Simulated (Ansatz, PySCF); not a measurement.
germyloxygermane (Ge2H6O), SMILES [O]([GeH3])[GeH3].

Geometry: PBE0-D3(BJ)/def2-SVP.

Vertical ionisation energy (IE) and electron affinity (EA) in eV. Rows of orbital energies are one-electron estimates. Where ΔSCF, EOM or ADC give a negative EA the extra electron is unbound and the value depends on the basis.

```tsv
level	IE	EA
−ε(HOMO), −ε(LUMO), ωB97X/def2-TZVP (PySCF)	10.60	-1.73
−ε(HOMO), −ε(LUMO), PBE/def2-TZVP (PySCF)	6.70	1.13
ΔSCF, CAM-B3LYP/def2-SVPD (Ansatz), final states of multiplicity 2 and 2	10.37	-1.20
ΔSCF, PBE/def2-SVPD (Ansatz), final states of multiplicity 2 and 2	9.80	-0.81
```

What vertical singlet–triplet gap does ΔSCF give with CAM-B3LYP/def2-SVPD (Ansatz, an electronic-structure program) and with PBE/def2-SVPD (Ansatz)? (The exact figures need the calculation; the answer reports its results.)

6.24 and 5.47 eV (triplet above singlet where positive).
